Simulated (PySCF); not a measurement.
Compound: trimethylchlorosilane, C3H9ClSi.
SMILES: `C[Si](C)(C)Cl`

The closed-shell ground state was solved at several levels (PySCF, density fitting, gas phase, non-relativistic). Isolated species at its PBE0-D3(BJ)/def2-SVP geometry, gas phase.

```json
{"level": "PBE0/IGLO-III", "basis functions": "283", "HOMO (eV)": "-8.28", "LUMO (eV)": "0.47", "gap (eV)": "8.75", "dipole (D)": "2.10"}
{"level": "CAM-B3LYP/def2-SVPD", "basis functions": "183", "HOMO (eV)": "-9.76", "LUMO (eV)": "0.97", "gap (eV)": "10.73", "dipole (D)": "2.42"}
{"level": "CAM-B3LYP/pcSseg-1", "basis functions": "144", "HOMO (eV)": "-9.76", "LUMO (eV)": "1.88", "gap (eV)": "11.64", "dipole (D)": "2.51"}
{"level": "PBE0/pcSseg-0", "basis functions": "71", "HOMO (eV)": "-8.46", "LUMO (eV)": "1.23", "gap (eV)": "9.69", "dipole (D)": "2.95"}
{"level": "PBE0/def2-SVP", "basis functions": "123", "HOMO (eV)": "-8.19", "LUMO (eV)": "1.42", "gap (eV)": "9.61", "dipole (D)": "2.24"}
{"level": "PBE0/aug-cc-pVDZ", "basis functions": "204", "HOMO (eV)": "-8.33", "LUMO (eV)": "-0.27", "gap (eV)": "8.06", "dipole (D)": "2.39"}
{"level": "PBE0/6-311+G(2d,p)", "basis functions": "205", "HOMO (eV)": "-8.36", "LUMO (eV)": "-0.12", "gap (eV)": "8.24", "dipole (D)": "2.35"}
{"level": "PBE0/pcSseg-2", "basis functions": "320", "HOMO (eV)": "-8.38", "LUMO (eV)": "0.29", "gap (eV)": "8.67", "dipole (D)": "2.39"}
{"level": "PBE0/cc-pVTZ", "basis functions": "284", "HOMO (eV)": "-8.32", "LUMO (eV)": "0.86", "gap (eV)": "9.18", "dipole (D)": "2.30"}
{"level": "BHandHLYP/pcSseg-1", "basis functions": "144", "HOMO (eV)": "-9.64", "LUMO (eV)": "1.69", "gap (eV)": "11.33", "dipole (D)": "2.54"}
{"level": "PBE0/6-31G*", "basis functions": "96", "HOMO (eV)": "-8.21", "LUMO (eV)": "1.58", "gap (eV)": "9.79", "dipole (D)": "2.68"}
{"level": "PBE0/pcSseg-1", "basis functions": "144", "HOMO (eV)": "-8.40", "LUMO (eV)": "1.08", "gap (eV)": "9.48", "dipole (D)": "2.52"}
{"level": "wB97X-D/pcSseg-1", "basis functions": "144", "HOMO (eV)": "-10.30", "LUMO (eV)": "2.86", "gap (eV)": "13.16", "dipole (D)": "2.56"}
```

Task: Estimate the row for PBE0/6-31G, a basis of 71 functions; the other rows only guide the guess.

Result: HOMO -8.26 eV, LUMO 1.38 eV, gap 9.64 eV, dipole 3.27 D.

Task: Over all these levels, which gives the widest orbital gap and which the narrowest?

Result: wB97X-D/pcSseg-1 (range-separated hybrid) has the widest, 13.16 eV, and PBE0/aug-cc-pVDZ (global hybrid, 25 % exact exchange) the narrowest, 8.06 eV. Functional and basis both differ between the two, so the spread mixes both effects.

Task: How much does the basis alone move the frontier levels among the 10 PBE0 rows (the withheld one included)?

Result: The HOMO by 0.27 eV and the LUMO by 1.85 eV. By rising basis size (HOMO, LUMO in eV): pcSseg-0 -8.46, 1.23; 6-31G -8.26, 1.38; 6-31G* -8.21, 1.58; def2-SVP -8.19, 1.42; pcSseg-1 -8.40, 1.08; aug-cc-pVDZ -8.33, -0.27; 6-311+G(2d,p) -8.36, -0.12; IGLO-III -8.28, 0.47; cc-pVTZ -8.32, 0.86; pcSseg-2 -8.38, 0.29.

Task: How far do the dipole and the HOMO energy spread over the levels?

Result: The dipole runs from 2.10 to 3.27 D (mean 2.52 D) and the HOMO from -10.30 to -8.19 eV.
